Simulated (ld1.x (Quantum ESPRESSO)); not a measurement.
## Cd: one change to a PAW potential, before and after

| Property | Result |
| --- | --- |
| Element | Cd |
| Generator | ld1.x (Quantum ESPRESSO) 7.5 |
| Type | PAW |
| Functional | LDA (PZ) |
| Relativity | scalar-relativistic |
| Frozen core | [Ar] 3d10 |
| Valence charge | 20 |
| Reference configuration | 4s2 4p6 4d10 5s1 5p1 |
| Partial waves | 4s (bound): rcut 1.15, rcutus 1.25 bohr; 5s (bound): rcut 1.15, rcutus 1.25 bohr; 4p (bound): rcut 1.75, rcutus 1.95 bohr; 5p (bound): rcut 1.75, rcutus 1.95 bohr; 4d (bound): rcut 1.15, rcutus 1.20 bohr; 4d channel at -0.65 Ry: rcut 1.15, rcutus 1.20 bohr |
| Local potential | all-electron potential smoothed inside 1.30 bohr (lloc = -2) |
| Core correction | Bessel-smoothed model core inside 0.90 bohr |
| Augmentation charge | BESSEL, radius 1.00 bohr |

Change: waves 4s (bound): rcut 0.86, rcutus 0.92 bohr; 5s (bound): rcut 0.86, rcutus 0.92 bohr.

Cutoffs: the cutoffs (Ry, on a coarse ladder) from which the occupation-weighted sum of valence levels, in a spherical-Bessel basis at the reference potential, stays within 10 and 1 mRy of its value at 400 Ry; they do not see the model core or the augmentation charge, which bear on the density cutoff. Errors are all-electron minus pseudo energies relative to the spin-unpolarised reference configuration.

What does the change do?

The potential gets harder (80 Ry and 140 Ry → 90 Ry and 180 Ry); of the 9 tests that both files solve, the error grows in 1 and shrinks in 0 by more than 15 % and 0.3 meV (median size 1.1 → 1.1 meV); neither file shows a bound ghost. A smaller radius makes the pseudo-wave follow the all-electron one further in, where it bends more sharply, so more plane waves are needed.

| quantity | base | changed |
| --- | --- | --- |
| cutoff, loose | 80 Ry | 90 Ry |
| cutoff, tight | 140 Ry | 180 Ry |
| loose cutoff by channel (10 mRy a level) | s 30 Ry, p 18 Ry, d 60 Ry | s 40 Ry, p 18 Ry, d 60 Ry |
| bound ghosts | none | none |
| error for 4s2 4p6 4d10 5s2 5p0, meV [ΔE -4.79 eV] | +0.6 | +0.4 |
| error for 4s2 4p6 4d10 5s1 5p0, meV [ΔE 4.84 eV] | -1.1 | -1.1 |
| error for 4s2 4p6 4d10 5s0 5p0, meV [ΔE 22.36 eV] | -3.9 | -4.2 |
| error for 4s2 4p6 4d9 5s0 5p0, meV [ΔE 60.61 eV] | -11 | -10 |
| error for 4s2 4p5 4d10 5s2 5p0, meV [ΔE 69.44 eV] | +2.4 | -41 |
| error for 4s2 4p6 4d10 5s1.5 5p0, meV [ΔE -0.91 eV] | -0.2 | -0.3 |
| error for 4s2 4p6 4d10 5s0 5p2, meV [ΔE 5.12 eV] | 0.0 | -0.2 |
| error for 4s2 4p6 4d10 5s1 5p1 (spin-polarised), meV [ΔE -0.51 eV] | +0.1 | +0.1 |
| error for 4s2 4p6 4d10 5s1 5p0 (spin-polarised), meV [ΔE 4.65 eV] | -1.1 | -1.1 |
| s: phases at 2.14 bohr within 0.05 rad from the reference energy up to (Ry; the scan ends near 5) | to the end of the scan | to the end of the scan |
| p: phases at 2.14 bohr within 0.05 rad from the reference energy up to (Ry; the scan ends near 5) | to the end of the scan | to the end of the scan |
| d: phases at 2.14 bohr within 0.05 rad from the reference energy up to (Ry; the scan ends near 5) | to the end of the scan | to the end of the scan |
| lowest overlap eigenvalue by channel | s 0.28, p 0.71, d 0.92 | s 0.36, p 0.71, d 0.92 |
